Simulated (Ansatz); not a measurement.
Ideal-gas functions of ClGeH₃S₃, SMILES `[SH][Ge]([SH])([SH])[Cl]` at 400 K and 1 bar, from an Ansatz frequency run at PBE0-D4/def2-TZVP.

Molar mass 207.29 g/mol, point group C1 (symmetry number 1), electronic degeneracy 1, moments of inertia 408.356, 441.134, 455.98 u Å². Harmonic wavenumbers (cm⁻¹, unscaled): 77, 113, 130, 142, 154, 156, 211, 242, 368, 423, 430, 434, 717, 756, 787, 2706, 2709, 2711.

Use S(trans) = R[1.5 ln M + 2.5 ln T − 1.1517]; rotational temperatures θ = 24.2544 K / I; S(rot) = R[ln(√π/σ · √(T³/θAθBθC)) + 1.5]; for each mode x = 1.438777 ν̃/T, S = R[x/(eˣ − 1) − ln(1 − e⁻ˣ)] and H = RT x/(eˣ − 1); 1 cm⁻¹ = 0.0119627 kJ/mol; R = 8.31446 J/(mol·K).

Q: By hand: the entropy, in J/(mol·K).

A: Translation 181.5. Rotation: θ = 0.0594, 0.055, 0.0532 K, giving 127.9. Vibration, mode by mode: 19.02, 15.86, 14.71, 13.99, 13.33, 13.23, 10.80, 9.73, 6.56, 5.58, 5.47, 5.41, 2.42, 2.16, 1.98, 0.01, 0.01, 0.01, in all 140.3. Electronic 0.0. Sum 449.7 J/(mol·K).

Q: By hand: H − E and G − E in kJ/mol, counted from the electronic energy.

A: Zero-point energy ½ × 13266 × 0.0119627 = 79.3; thermal vibration 27.7; translation, rotation and pV give 4 RT = 13.3. H − E = 120.3 kJ/mol, and G − E = 120.3 − 400 × 449.7/1000 = -59.6 kJ/mol.

Vibration gives 31 % of the entropy, 63.6 J/(mol·K) of it from the modes under 150 cm⁻¹: soft modes count most, and the harmonic formula is weakest for them. The sum counts one conformer and one mirror image; others add a mixing term.
